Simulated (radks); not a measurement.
Values are calculated unless marked as measured or tabulated.
Species: the potassium ion K3+. Configuration: [Ne] 3s2 3p4. Level of theory: Dirac Kohn-Sham, relativistic LDA (MacDonald-Vosko exchange, VWN5 correlation), spin-unpolarised, spherical densities, finite nucleus; open shells fill j = l - 1/2 first; Fermi nuclear charge, rms radius 3.4349 fm (a radial shooting solver on a logarithmic mesh with Libxc functionals).

Spin-orbit splittings of the eigenvalues, e(l+1/2) - e(l-1/2), with zeta = 2 splitting/(2l+1) and mean radii in bohr:

shell,occ.,splitting (eV),zeta (eV),<r> j=l-1/2,<r> j=l+1/2
2p,6,2.889,1.926,0.3489,0.3514
3p,4,0.3335,0.2224,1.289,1.295
3d,0,0.02490,0.009961,1.543,1.545
